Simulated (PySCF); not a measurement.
**ORD: `C(C)[C@@H]1NC[C@H]1C`, C$_{6}$H$_{13}$N**

Geometry (Å), atoms numbered from 1 in this order:
```xyz
20

C     2.084   -0.993    0.678
C     1.573    0.435    0.539
C     0.343    0.514   -0.355
N    -0.277    1.845   -0.374
C    -1.614    1.279   -0.192
C    -0.979   -0.070    0.186
C    -1.531   -1.310   -0.487
H     2.345   -1.404   -0.295
H     1.324   -1.629    1.126
H     2.969   -1.020    1.309
H     2.354    1.070    0.117
H     1.312    0.838    1.519
H     0.584    0.117   -1.353
H    -0.131    2.404   -1.206
H    -2.221    1.220   -1.102
H    -2.186    1.791    0.585
H    -0.939   -0.209    1.267
H    -1.579   -1.176   -1.566
H    -0.900   -2.171   -0.277
H    -2.535   -1.521   -0.123
```

Method: TDDFT PBE0/def2-SVPD circular dichroism and optical rotation, one conformer, gas phase (PySCF 2.14.0). Geometry: GFN2-xTB.

The molecule is flexible and this is one conformer; a measurement averages over conformers. States above about 6.3 eV (minus the energy of the highest occupied orbital) lie near or above the ionisation threshold and depend on the basis.

Stereocentres: C3 S, C6 R.

**Question.** What is the specific rotation at 633, 589.3, 546, 436, 405, 365, 355 nm?

**Answer.** [α] in deg dm⁻¹ (g/mL)⁻¹:
| λ (nm) | origin-invariant length gauge | modified velocity gauge | length gauge (centre of mass) | isotropic polarisability (au) |
| --- | --- | --- | --- | --- |
| 633 | +22.3 | +24.4 | +21.8 | 80.4 |
| 589.3 | +26.4 | +28.9 | +25.8 | 80.6 |
| 546 | +31.6 | +34.8 | +31.0 | 80.9 |
| 436 | +56.6 | +62.9 | +55.4 | 82.2 |
| 405 | +69.8 | +78.0 | +68.5 | 82.8 |
| 365 | +96.6 | +108.5 | +94.8 | 83.8 |
| 355 | +106.1 | +119.3 | +104.2 | 84.1 |

**Question.** And for the mirror image at 589.3 nm?

**Answer.** -26.4 deg dm⁻¹ (g/mL)⁻¹ (origin-invariant length gauge): the same size and the opposite sign.

**Question.** What is the molar rotation [Φ] = [α]·M/100 of the geometry above at 589.3 nm?

**Answer.** With M = 99.18 g/mol, +26.1 deg cm² dmol⁻¹ (origin-invariant length gauge).

The first excitation lies at 5.95 eV (208 nm) with R = +6.4 × 10⁻⁴⁰ esu² cm² (velocity form).
